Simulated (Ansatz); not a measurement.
Program: Ansatz. Geometries: PBE0-D4/def2-TZVP. ΔE: electronic, gas phase. CCSD(T)/CBS adds triple-zeta CCSD(T) − MP2 to the extrapolated MP2 energy (def2 sets, frozen cores). This one scheme is used for every species. DFT in def2-TZVPP. For Ge, Se outer-core shells are correlated without core-valence functions, which leaves a few kJ/mol of doubt a bond. Scalar relativity is left out up to krypton. Each species was taken in one conformer, which may not be the lowest.

`C[S][GeH2][OH]` + H₂Se → `[OH][GeH2][SeH]` + CH₃SH  (ligand exchange at a Ge–S bond)

| level | ΔE (kJ/mol) |
| --- | --- |
| PBE-D4 | -14.5 |
| HF/def2-TZVPP | -22.1 |
| SCS-MP2/def2-QZVPP | -15.5 |
| HF/CBS(def2) | -22.1 |

What does CCSD(T)/CBS give? (An estimate is asked.)

Computed: -14.4 kJ/mol. The listed levels differ from it by -0.1, -7.7, -1.1, -7.7 kJ/mol.

Largest T1 diagnostic among the species: 0.011.

In def2-TZVPP, CCSD(T) changes the Hartree–Fock value by +7.3 kJ/mol (the triples alone add +1.6 kJ/mol) and MP2 by +7.0 kJ/mol. The D4 term adds +3.5 kJ/mol with B3LYP and +2.1 kJ/mol with PBE0; it sums over pairs of atoms, weighted by their polarisabilities, and B3LYP, whose exchange is more repulsive, gets the larger term.

B3LYP here is the variant with VWN-RPA as its local correlation; programs differ in this.
